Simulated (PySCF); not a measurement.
**M06-L on B⁺ (boron, charge +1)**

Configuration: [He] 2s2, closed-shell 1S. Computed with PySCF 2.14 in cc-pVDZ-DK (3s2p1d, 14 functions), with the spin-free X2C one-electron Hamiltonian (Gaussian nucleus).

| Quantity | Value |
| --- | --- |
| Total energy | -24.3377 hartree |
| One-electron energy | -30.3673 hartree |
| Hartree (Coulomb) energy | 9.6183 hartree |
| Exchange-correlation energy | -3.5887 hartree |
| ⟨S²⟩ | 0.0000 |
| ⟨L²⟩ | 0.000 |
| Sum of ⟨r⟩ | 4.231 bohr |
| Sum of ⟨r²⟩ | 7.897 bohr² |
| Langevin diamagnetic susceptibility | -6.25 ×10⁻⁶ cm³/mol |
| Time after the integrals | 0.05 s of wall time on 1 thread of Neoverse-V1 (shared host) |

```
shell  electrons  mean orbital energy (eV)  rms radius, mean of both spins (bohr)
   1s          2                   -196.96                                  0.380
   2s          2                   -19.714                                   1.95
```
